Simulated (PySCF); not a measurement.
Al(F)(H)(nPr), SMILES CC[CH2][AlH][F] (C3H8AlF), singlet (B3LYP/def2-SVP optimised geometry):

```
13

Al     0.277     1.789     0.000
F     -0.442     3.300     0.000
H      1.859     1.789     0.000
C     -0.895     0.223     0.007
C     -0.214    -1.158     0.035
C     -1.200    -2.329     0.052
H     -1.564     0.301    -0.874
H     -1.577     0.329     0.874
H      0.456    -1.263    -0.838
H      0.448    -1.231     0.917
H     -1.859    -2.281     0.936
H     -0.679    -3.300     0.075
H     -1.848    -2.316    -0.841
```

Level of theory: B3LYP/def2-TZVP (PySCF 2.14.0).

Problem. What are the frontier orbital energies and the dipole moment?

Solution. HOMO-2 -9.44 eV, HOMO-1 -9.19 eV, HOMO -7.65 eV, LUMO -1.14 eV, LUMO+1 -0.13 eV; dipole moment 1.95 D.

On the same geometry PBE/def2-TZVP (PySCF) gives HOMO-2 -8.23 eV, HOMO-1 -7.96 eV, HOMO -6.58 eV, LUMO -1.66 eV, LUMO+1 -0.63 eV; dipole moment 1.93 D.

Meta-Löwdin charges at B3LYP/def2-TZVP: Al1 0.96, F2 -0.54, H3 -0.16, C4 -0.50, C5 -0.16, C6 -0.32, H7 0.11, H8 0.11, H9 0.09, H10 0.09, H11 0.10, H12 0.10, H13 0.10.
